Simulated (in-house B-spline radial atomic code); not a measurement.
Configurations of Te III (Te2+), with energies counted from [Kr] 4d10 5s2 5p2. Level of theory: scalar-relativistic (X2C) LDA VWN5, spin-polarised, spherical fractional occupations, Fermi nucleus of rms radius 4.7423 fm; calculated with a radial B-spline atomic code at the basis-set limit. Shells without spins written out take the highest spin.

Occupations are held fixed; configurations that lie above the ionisation limit could autoionise.

```csv
configuration,E - E(ref) (eV),highest orbital,its <r> (bohr)
[Kr] 4d10 5s1 5p3,8.2691,5p up,2.291
"[Kr] 4d10 5s2 5p(0 up, 1 down) 6s(0 up, 1 down)",12.854,6s down,4.317
[Kr] 4d10 5s1 5p2 6p1,24.981,6p up,4.97
"[Ar] 3d10 4s2 4p(2 up, 3 down) 4d10 5s2 5p(0 up, 2 down) 6p(1 up, 0 down)",131.16,6p up,4.981
[Ar] 3d10 4s2 4p5 4d10 5s2 5p2 5f1,136.35,5f up,6.872
[Ar] 3d9 4s2 4p6 4d10 5s2 5p2 5f1,595.64,5f up,6.853
[Ar] 3d9 4s2 4p6 4d10 5s2 5p2 6f1,597.88,6f up,11.23
```

(1) Order these further configurations by energy, lowest first.
A. [Kr] 4d10 4f1 5s1 5p2
B. [Kr] 4d9 5s2 5p2 6f1
C. [Kr] 4d10 5s1 5p2 6s1
D. [Kr] 4d(5 up, 4 down) 5s2 5p(0 up, 2 down) 6p(0 up, 1 down)
E. [Ar] 3d9 4s2 4p6 4d10 5s2 5p2 6p1

(2) How far above the reference does [Kr] 4d10 5s2 5p(1 up, 1 down) lie?

(3) How far above the reference does [Kr] 4d9 5s2 5p2 5f1 lie?

(4) How far above the reference does [Kr] 4d(5 up, 4 down) 5s2 5p(2 up, 0 down) 5d(0 up, 1 down) lie?

Results:

(1) C (21.968 eV), A (27.247 eV), D (57.668 eV), B (65 eV), E (590.14 eV).

(2) 0.74057 eV; its least bound orbital is 5p up with <r> = 2.331 bohr.

(3) 62.78 eV; its least bound orbital is 5f up with <r> = 6.936 bohr.

(4) 54.448 eV; its least bound orbital is 5d down with <r> = 3.294 bohr.
